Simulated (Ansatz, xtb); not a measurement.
C4H6BNO2: 7 structures ranked

7 gas-phase structures of C4H6BNO2, from a drawn sample of its isomers (lower ones may exist). Each was relaxed with GFN2-xTB; where two conformers were screened, the lower at r2SCAN-D4/def2-SVP is listed:

A. `C[C@]1(C#N)COBO1`, a singlet
B. `N#C[C@@H]1CCOBO1`, a singlet
C. `CB1OC[C@H](C#N)O1`, a singlet
D. `OB(O)c1cc[nH]c1`, a singlet
E. `C[C@@H]1COB(C#N)O1`, a singlet
F. `OB(O)c1ccc[nH]1`, a singlet
G. `C[C@@H]1OBO[C@@H]1C#N`, a singlet

Question: Which do you expect lowest at r2SCAN-D4/def2-SVP, and how would the others follow?

Answer: Calculated order at r2SCAN-D4/def2-SVP: F (0.0), D (29.0), E (120.3), C (149.5), B (184.6), A (186.1), G (187.2) kJ/mol. Less than 1 kcal/mol parts B and A; A and G, so the order within those pairs means little.

Energies above the lowest of each column, in kJ/mol; the last columns are at B3LYP-D3(BJ)/def2-SVP geometries and were run for some of them only (a dash: not run or not comparable):

| structure | GFN2-xTB | HF/STO-3G | r2SCAN-D4/def2-SVP | B3LYP-D3(BJ)/def2-SVP | CCSD(T)/def2-SVP + ΔMP2/def2-TZVPP |
| --- | --- | --- | --- | --- | --- |
| F | 0.0 | 165.3 | 0.0 | 0.0 | 0.0 |
| D | 23.6 | 192.7 | 29.0 | 27.7 | 22.0 |
| E | 109.0 | 0.0 | 120.3 | 100.7 | 82.2 |
| C | 114.3 | 45.8 | 149.5 | – | – |
| B | 78.8 | 89.3 | 184.6 | – | – |
| A | 79.8 | 77.2 | 186.1 | – | – |
| G | 83.2 | 79.2 | 187.2 | – | – |

CCSD(T)/def2-SVP + ΔMP2/def2-TZVPP puts F lowest of those it was run on; HF/STO-3G picks E. Flexible structures stand in one conformer each, not always the lowest. Frequencies (GFN2-xTB) were run for D, E, F alone. The ΔMP2 step shifts differences by up to 18.9 kJ/mol, which makes them less sure. ΔMP2 is the change of the MP2 energy from the smaller to the larger basis.

Over these structures GFN2-xTB departs from r2SCAN-D4/def2-SVP by 45.2 kJ/mol on average once a common shift is removed. A GFN2-xTB relaxation took about 0.14 s and the r2SCAN-D4/def2-SVP energy about 2 s on a shared host (Ansatz 0.2.0, xtb 6.7.1).
